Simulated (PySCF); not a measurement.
# N²⁺ (nitrogen, charge +2): UHF calculation

Configuration: [He] 2s1 2p2, high-spin 4P determinant (an excited configuration). Computed with PySCF 2.14 in aug-cc-pV5Z (7s6p5d4f3g2h, 127 functions), with the non-relativistic Hamiltonian (point nucleus).

| Property | Result |
| --- | --- |
| Total energy | -52.632032 hartree |
| One-electron energy | -65.2945 hartree |
| Hartree (Coulomb) energy | 18.6109 hartree |
| Exchange energy | -5.9484 hartree |
| Kinetic energy | 52.63206 hartree |
| ⟨S²⟩ | 3.7500 |
| ⟨L²⟩ | 2.005 |
| Sum of ⟨r⟩ | 3.854 bohr |
| Sum of ⟨r²⟩ | 4.792 bohr² |
| Traceless quadrupole moment −½Σ⟨3z² − r²⟩ along its main axis | 0.663 e·bohr² |
| Density at the nucleus (Gaussians lack the cusp) | 201 bohr⁻³ |
| Spin density at the nucleus | 6.46 bohr⁻³ |
| Langevin diamagnetic susceptibility | -3.80 ×10⁻⁶ cm³/mol |

```csv
shell,electrons,mean orbital energy (eV),"rms radius, mean of both spins (bohr)"
1s α,1,-465.82,0.265
1s β,1,-461.21,0.265
2s α,1,-62.577,1.25
2p α,2,-49.013,1.24
```

Spin-orbit constants ζ (cm⁻¹) from the X2C one-electron operator on these orbitals (non-relativistic here): bare nucleus, nucleus screened by l(l+1)(2l+1)/3 electrons, and screened by the Breit-Pauli mean field of the electrons.

| shell | bare | screened nucleus | mean field |
| --- | --- | --- | --- |
| 2p | 187.2 | 133.7 | 114.3 |

To first order the Landé constant is A = 38.11 cm⁻¹, so the lowest level has J = 1/2 and lies 0.0118 eV below the centre of the term. This holds in LS coupling only.
